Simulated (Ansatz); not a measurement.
Total energies of [MoO3(NH2)]- (MoNO₃H₂⁻) from Ansatz at PBE0-D4/def2-TZVPD, gas phase (1 Eh = 27.2114 eV = 2625.5 kJ/mol). The reference geometry is relaxed at r2SCAN-D4/def2-SVPD.

| state | geometry | energy (Eh) |
| --- | --- | --- |
| charge -1 singlet | reference | -349.88579 |
| charge 0 doublet | reference | -349.70808 |
| charge 0 doublet | relaxed at r2SCAN-D4/def2-SVPD | -349.71999 |

In the def2 sets Mo takes a core potential; there is no spin–orbit coupling.

Task: Work out the vertical ionisation energy to the doublet.

Result: E(charge 0 doublet) − E(charge -1 singlet) = -349.70808 − (-349.88579) = 0.17771 Eh = 4.84 eV. For comparison, −ε of the highest occupied level is 2.94 eV at this level, 1.90 eV less.

Task: How much does the charge 0 doublet relax, and what is the adiabatic ionisation energy?

Result: Relaxation: -349.70808 − (-349.71999) = 0.01191 Eh = 0.32 eV. Adiabatic ionisation energy: 0.16580 Eh = 4.51 eV, without zero-point energy.
